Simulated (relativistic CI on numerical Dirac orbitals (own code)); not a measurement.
**Electric-dipole transitions in Pr⁶⁺**

Computed by Dirac-Coulomb-Breit CI, orbitals from a KLI potential per configuration, QED by a radiative potential, unscaled Slater integrals (own radial code, finite nucleus).

Configurations in the expansion (outside the closed core [Kr] 4d10): 4f 5s2 5p4, 5s2 5p5, 4f2 5s2 5p3, 5s 5p6, 4f 5s 5p5, 4f 5s2 5p3 5d, 5s2 5p4 5d, 4f 5s 5p4 5d, 4f2 5s 5p4, 5s2 5p4 6s, 4f 5s2 5p3 5g, 4f 5s2 5p3 6s, 5s2 5p4 6p, 4f 5p6, 5p6 5d, 5s 5p5 5d, 5p5 5d2. Double excitations out of closed p, d and f shells are left out; levels of such configurations are missing from the list, as are those of other unlisted configurations, and high levels can miss mixing partners. These lack a partner that the ground configuration has and come out too high: 5s2 5p4 6s, 5s2 5p4 6p.

```tsv
λ vac (nm)	Lower	Upper	A (s⁻¹)	E lower (cm⁻¹)	E upper (cm⁻¹)
47.654	5s2 5p5 2P°_3/2 [1]	5s2 5p4 5d 4D_5/2 [191]	2.87e+07	0.0	209844.1
60.421	4f 5s2 5p4 4F°_5/2 [3]	5s2 5p4 5d 4D_7/2 [198]	1.77e+07	46901.8	212407.1
61.474	4f 5s2 5p4 4F°_5/2 [3]	5s2 5p4 5d 4D_3/2 [190]	1.89e+07	46901.8	209571.5
62.335	4f 5s2 5p4 4F°_3/2 [6]	5s2 5p4 5d 4D_5/2 [191]	3.02e+07	49419.8	209844.1
65.869	4f 5s2 5p4 4D°_1/2 [9]	4f 5s 5p5 4D_1/2 [194]	2.23e+08	58830.2	210647.6
66.339	4f 5s2 5p4 4D°_1/2 [9]	5s2 5p4 5d 4D_3/2 [190]	1.11e+08	58830.2	209571.5
66.783	4f 5s2 5p4 2F°_5/2 [11]	5s2 5p4 5d 4D_7/2 [198]	3.18e+07	62668.1	212407.1
67.226	4f 5s2 5p4 4D°_3/2 [10]	4f 5s 5p5 4D_1/2 [194]	1.23e+08	61895.0	210647.6
67.391	4f 5s2 5p4 2F°_7/2 [12]	5s2 5p4 5d 4D_7/2 [198]	7.02e+06	64018.7	212407.1
67.591	4f 5s2 5p4 4D°_3/2 [10]	5s2 5p4 5d 4D_5/2 [191]	4.93e+07	61895.0	209844.1
67.716	4f 5s2 5p4 4D°_3/2 [10]	5s2 5p4 5d 4D_3/2 [190]	5.41e+07	61895.0	209571.5
67.946	4f 5s2 5p4 2F°_5/2 [11]	5s2 5p4 5d 4D_5/2 [191]	3.03e+07	62668.1	209844.1
68.072	4f 5s2 5p4 2F°_5/2 [11]	5s2 5p4 5d 4D_3/2 [190]	4.48e+07	62668.1	209571.5
68.575	4f 5s2 5p4 2F°_7/2 [12]	5s2 5p4 5d 4D_5/2 [191]	1.08e+07	64018.7	209844.1
73.077	4f 5s2 5p4 4G°_7/2 [15]	5s2 5p4 5d 4D_7/2 [198]	1.48e+07	75564.7	212407.1
73.498	4f 5s2 5p4 4F°_3/2 [14]	5s2 5p4 5d 4D_5/2 [191]	1.29e+07	73786.2	209844.1
73.646	4f 5s2 5p4 4F°_3/2 [14]	5s2 5p4 5d 4D_3/2 [190]	4.05e+07	73786.2	209571.5
75.687	4f 5s2 5p4 4D°_5/2 [16]	5s2 5p4 5d 4D_7/2 [198]	1.59e+07	80284.8	212407.1
77.185	4f 5s2 5p4 4D°_5/2 [16]	5s2 5p4 5d 4D_5/2 [191]	3.65e+07	80284.8	209844.1
78.492	4f 5s2 5p4 2F°_7/2 [18]	5s2 5p4 5d 4D_7/2 [198]	5.34e+06	85005.1	212407.1
80.114	4f 5s2 5p4 2D°_5/2 [19]	5s2 5p4 5d 4D_7/2 [198]	2.69e+07	87584.6	212407.1
80.371	4f 5s2 5p4 2G°_7/2 [21]	5s2 5p4 5d 4D_7/2 [198]	2.38e+07	87983.9	212407.1
82.227	4f 5s2 5p4 2P°_1/2 [23]	4f 5s 5p5 4D_1/2 [194]	1.91e+07	89033.5	210647.6
82.629	4f 5s2 5p4 2P°_3/2 [22]	5s2 5p4 5d 4D_5/2 [191]	2.49e+07	88821.1	209844.1
82.898	4f 5s2 5p4 4D°_1/2 [9]	5s 5p6 2S_1/2 [116]	8.13e+07	58830.2	179460.3
82.961	4f 5s2 5p4 2P°_1/2 [23]	5s2 5p4 5d 4D_3/2 [190]	1.51e+07	89033.5	209571.5
85.059	4f 5s2 5p4 4D°_3/2 [10]	5s 5p6 2S_1/2 [116]	1.08e+08	61895.0	179460.3
85.398	4f 5s2 5p4 2D°_5/2 [26]	5s2 5p4 5d 4D_7/2 [198]	7.58e+06	95308.3	212407.1
110.33	4f 5s2 5p4 2P°_3/2 [22]	5s 5p6 2S_1/2 [116]	5.58e+07	88821.1	179460.3
110.59	4f 5s2 5p4 2P°_1/2 [23]	5s 5p6 2S_1/2 [116]	4.13e+07	89033.5	179460.3
```

Terms are leading LS components. Brackets give the number of a level in order of energy, since labels repeat. The list gives strong lines, with weight on those to low levels, without lines whose two gauges differ by over a factor of 2.5, among the lowest 200 of 2246 levels, so that lines to higher ones, which can be the strongest, are missing. Levels whose partners in the same complex of configurations lie outside the list can be far off, and so can their lines. Rates are taken at the computed energies, electric ones in the length gauge.

At this charge configurations can still be misplaced by up to about 7 % of their energy. Levels and lines within the n = 5 or 6 shells can be off by up to 10 % or somewhat more, and those that change n by about 2 %, since core polarisation is missing. Levels that differ in their count of f electrons can be misplaced by several ten thousand cm⁻¹, since the correlation energy of f electrons is missing or only estimated; rates across such gaps can be off by orders of magnitude. The computed lowest level isn't the tabulated ground level, which NIST ASD gives as 4f 5s2 5p4 °.

LS names give the leading component of a level, which can be under half, so a name can repeat, a term be missing and a line seem to break the LS rules.
